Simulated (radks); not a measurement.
Results of a calculation; reference values are marked as such.
Q: Hg XX, configuration [Kr] 4d10 4f13 5s2. Level of theory: non-relativistic Kohn-Sham, PBE, spin-polarised, spherical densities, point nucleus; open shells are filled with parallel spins first (spin-orbit coupling, left out, can overturn this in heavy ions); relativity is left out, which matters for an element this heavy (a radial shooting solver on a logarithmic mesh with Libxc functionals). Some entries of the table are withheld. Estimate them.

orbital  occ.  eigenvalue (eV)  r(max) (bohr)  <1/r> (bohr^-1)
1s down     1        -75480.81        0.01256            79.45
1s up       1        -75480.81        0.01256            79.45
2s up       1        -13014.82        0.06823            18.71
2s down     1        -13014.76        0.06823            18.71
2p up       3        -12537.73        0.05291            18.75
2p down     3        -12537.70        0.05291            18.75
3s up       1        -3405.395         0.1862            7.265
3s down     1        -3404.300         0.1862            7.267
3p up       3        -3179.783         0.1751            7.221
3p down     3        -3178.795         0.1750            7.222
3d up       5        -2759.127         0.1374            7.155
3d down     5        -2758.429         0.1374            7.156
4s up       1        -1068.306         0.4130            3.215
4s down     1        -1067.010         0.4130            3.214
4p up       3        -969.8903         0.4115            3.133
4p down     3        -968.5980         0.4116            3.132
4d up       5        -788.6760         0.4025            2.968
4d down     5        -787.3703         0.4025            2.966
4f up       7              (1)         0.3544              (2)
4f down     6              (3)         0.3546              (4)
5s up       1        -472.8687         0.8483            1.557
5s down     1        -472.3756         0.8489            1.555
5p up       0        -434.3961         0.8753            1.493
5p down     0        -433.9367         0.8760            1.492
6s up       0        -271.7922          1.506           0.9333
6s down     0        -271.6185          1.507           0.9327

A: 
(1) 4f up eigenvalue (eV): -544.1986
(2) 4f up <1/r> (bohr^-1): 2.686
(3) 4f down eigenvalue (eV): -542.7990
(4) 4f down <1/r> (bohr^-1): 2.684
